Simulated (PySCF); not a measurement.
Mayer bond orders and bond lengths

C6H10NPS.
Atom-mapped SMILES: `[CH3:1][c:2]1[p:3][cH:4][s:5][c:6]1[N:7]([CH3:8])[CH3:9]` (hydrogens: H10, H11, H12 on C1; H13 on C4; H14, H15, H16 on C8; H17, H18, H19 on C9)

Structure used (GFN2-xTB), in Å, numbered top down from 1:
```
atom  x, y, z in Å
C1     1.926   -1.198   -0.355
C2     1.458    0.202   -0.084
P3     2.630    1.515    0.160
C4     1.428    2.707    0.302
S5    -0.214    2.232    0.216
C6     0.135    0.533   -0.051
N7    -0.904   -0.370   -0.229
C8    -1.141   -1.288    0.870
C9    -2.130    0.189   -0.755
H10    2.095   -1.741    0.576
H11    2.868   -1.174   -0.899
H12    1.185   -1.735   -0.943
H13    1.613    3.757    0.441
H14   -1.698   -0.812    1.688
H15   -1.722   -2.133    0.499
H16   -0.195   -1.652    1.257
H17   -2.651    0.823   -0.024
H18   -2.790   -0.630   -1.040
H19   -1.905    0.785   -1.638
```

Bond orders from the PBE0/pcSseg-1 density (PySCF). Isolated species at its GFN2-xTB geometry, gas phase.

Question: How far do the computed orders between heavy atoms stray from the drawn ones?

Answer: The largest departure is 0.388, at S5–C6 (drawn aromatic, 1.112), counting aromatic bonds as 1.5. The bonds drawn aromatic range from 1.11 to 1.55.

Question: Set the Mayer orders of the bonds beside their lengths.

Answer: 
| bond | drawn as | length (Å) | Mayer order |
| --- | --- | --- | --- |
| C1–C2 | single | 1.501 | 1.078 |
| C2–P3 | aromatic | 1.777 | 1.137 |
| P3–C4 | aromatic | 1.700 | 1.473 |
| C4–S5 | aromatic | 1.711 | 1.154 |
| S5–C6 | aromatic | 1.755 | 1.112 |
| C6–N7 | single | 1.387 | 1.021 |
| N7–C8 | single | 1.452 | 0.945 |
| N7–C9 | single | 1.446 | 0.980 |
| C6–C2 | aromatic | 1.365 | 1.551 |
| C1–H10 | single | 1.091 | 0.940 |
| C1–H11 | single | 1.088 | 0.950 |
| C1–H12 | single | 1.088 | 0.949 |
| C4–H13 | single | 1.075 | 0.941 |
| C8–H14 | single | 1.099 | 0.956 |
| C8–H15 | single | 1.090 | 0.965 |
| C8–H16 | single | 1.086 | 0.964 |
| C9–H17 | single | 1.099 | 0.943 |
| C9–H18 | single | 1.090 | 0.961 |
| C9–H19 | single | 1.089 | 0.962 |

By pair of heavy elements: C–C: lowest C1–C2 (1.078, 1.501 Å), highest C6–C2 (1.551, 1.365 Å). C–P: lowest C2–P3 (1.137, 1.777 Å), highest P3–C4 (1.473, 1.700 Å). C–S: lowest S5–C6 (1.112, 1.755 Å), highest C4–S5 (1.154, 1.711 Å). C–N: lowest N7–C8 (0.945, 1.452 Å), highest C6–N7 (1.021, 1.387 Å).

Question: Sum the orders of all bonds at each heavy atom with more than one neighbour and set the sums beside the valence in the SMILES.

Answer: C1 3.917 (drawn 4), C2 3.766 (drawn 4), P3 2.610 (drawn 3), C4 3.568 (drawn 4), S5 2.266 (drawn 2), C6 3.684 (drawn 4), N7 2.946 (drawn 3), C8 3.830 (drawn 4), C9 3.846 (drawn 4). Orders between atoms that aren't bonded are not in these sums.

The Mayer order sums products of elements of PS (density times overlap matrix) between the two atoms' basis functions, so it depends on the basis set.

These values come from a run that also computed NMR shieldings. Hardware: one thread, Arm Neoverse V1 (aarch64), on a shared host. Cost: 63 s (with the writing of density and orbital grids), 0.95 GiB resident at most.
